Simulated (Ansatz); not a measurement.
Basis sets compared for the cluster AgTe2. The state is a doublet with charge 0. Geometry PBE0-D4/def2-TZVP. Ansatz on 4 threads of Arm Neoverse V2 on a shared host; times are rough, and most runs start from earlier orbitals.

```xyz
3

Ag    1.527   -0.046    0.353
Te   -0.482    0.747   -1.295
Te   -1.045   -0.701    0.942
```

In the def2 sets Ag, Te take a core potential; there is no spin–orbit coupling. The structure comes from a short search, and lower isomers may exist.

Binding counts from free atoms (Ag doublet, Te triplet) in the same basis, without a counterpoise term.

| level | functions | energy (Eh) | HOMO (eV) | LUMO (eV) | binding per atom (eV) | wall time |
| --- | --- | --- | --- | --- | --- | --- |
| PBE-D4/def2-SVP | 83 | -683.0515 | -4.57 | -4.26 | 1.62 | 1.4 s |
| PBE-D4/def2-TZVP | 140 | -683.1111 | -4.61 | -4.27 | 1.65 | 2.4 s |
| r2SCAN-D4/def2-TZVP | 140 | -683.3623 | -4.74 | -4.15 | 1.53 | 6 s |
| PBE0-D4/def2-SVP | 83 | -683.0667 | -5.43 | -3.57 | 1.49 | 2.8 s |
| PBE0-D4/def2-TZVP | 140 | -683.1236 | -5.45 | -3.56 | 1.52 | 5.5 s |

Task: Estimate the rows for PBE-D4/def2-TZVPD, r2SCAN-D4/def2-TZVPD, PBE0-D4/def2-TZVPD.

Result: 
| level | functions | energy (Eh) | HOMO (eV) | LUMO (eV) | binding per atom (eV) | wall time |
| --- | --- | --- | --- | --- | --- | --- |
| PBE-D4/def2-TZVPD | 158 | -683.1117 | -4.62 | -4.29 | 1.65 | 3.6 s |
| r2SCAN-D4/def2-TZVPD | 158 | -683.3628 | -4.75 | -4.16 | 1.54 | 8 s |
| PBE0-D4/def2-TZVPD | 158 | -683.1241 | -5.46 | -3.58 | 1.52 | 6 s |
